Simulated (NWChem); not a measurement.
Molecule: arsenic trifluoride (AsF₃); SMILES F[As](F)F

Results from NWChem. Coordinates come from a B3LYP/6-31G* (spherical d) optimisation.

### Question
Taking B3LYP/def2-QZVP as the yardstick, which of these has the fewest basis functions while keeping “dipole (D)” within 0.05 D of it: B3LYP/pcseg-1; B3LYP/3-21G; B3LYP/pcseg-2; B3LYP/aug-pcseg-1; B3LYP/def2-TZVPP?

### Answer
B3LYP/aug-pcseg-1 (a larger set in the list lies outside the tolerance).
```json
[
 {"level": "B3LYP/3-21G", "basis functions": "49", "dipole (D)": "2.52"},
 {"level": "B3LYP/pcseg-1", "basis functions": "69", "dipole (D)": "2.70"},
 {"level": "B3LYP/aug-pcseg-1", "basis functions": "105", "dipole (D)": "2.61"},
 {"level": "B3LYP/pcseg-2", "basis functions": "133", "dipole (D)": "2.72"},
 {"level": "B3LYP/def2-TZVPP", "basis functions": "141", "dipole (D)": "2.65"},
 {"level": "B3LYP/def2-QZVP", "basis functions": "246", "dipole (D)": "2.64"}
]
```

The yardstick is one finite set, not the basis-set limit.
